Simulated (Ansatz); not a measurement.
A search over several starts for the lowest SCF solution of In2Se3 at the given spin, in a small basis.

```yaml
crystal:
  periodic: [false, false, false]
  atoms:
    - {symbol: In, position_ang: [1.021963, 0.774707, 2.079310]}
    - {symbol: In, position_ang: [-0.997873, -1.931895, -0.565925]}
    - {symbol: Se, position_ang: [1.685557, -0.470980, -0.562321]}
    - {symbol: Se, position_ang: [-0.181067, 0.749893, -1.471765]}
    - {symbol: Se, position_ang: [-1.528579, 0.878274, 0.520701]}
basis:
  gaussian: {orbitals: def2-SVP}
magnetization: {spin_polarized: true, initial_magnetization: 0}
hamiltonian: {xc: pbe0, dispersion: d4}
output: {orbitals: {seedname: orbitals}}
```

```sh
$ ansatz run in.yaml --threads 4 --pin off --events-out ev --progress --plain --max-ram 4787MiB
```

Output, abridged:

```
Functional definition: PBE0
1599 factors; integrals over basis functions are off by at most 6.0e-4 eV
mean field evaluation 1: about -206353.0806 eV, gradient 1.2e1 eV
mean field evaluation 2: about -206351.8573 eV, gradient 1.8e1 eV
mean field evaluation 4: about -206354.0776 eV, gradient 9.4e-1 eV
mean field evaluation 8: about -206354.1025 eV, gradient 2.3e-2 eV
mean field evaluation 16: about -206354.1025 eV, gradient 6.6e-5 eV
mean field -206354.10245837 eV, -7583.3733935108 hartree, gradient 6.6e-5 eV, S^2 0.000000; 0 other end points of the search recorded, 0 dependent functions left out
reference -206354.10248743 eV, -7583.3733945787 hartree; 72, 72 occupied and 76, 76 virtual orbitals, 1599 factors
Total energy: -206354.46302259 eV, -7583.3866440013 hartree
```

Hardware: 4 threads of Arm Neoverse V1 on a shared host. Wall time 8 s, peak host memory 0.96 GiB.

In the def2 sets In takes a core potential; there is no spin–orbit coupling. The structure comes from a short search, and lower isomers may exist.
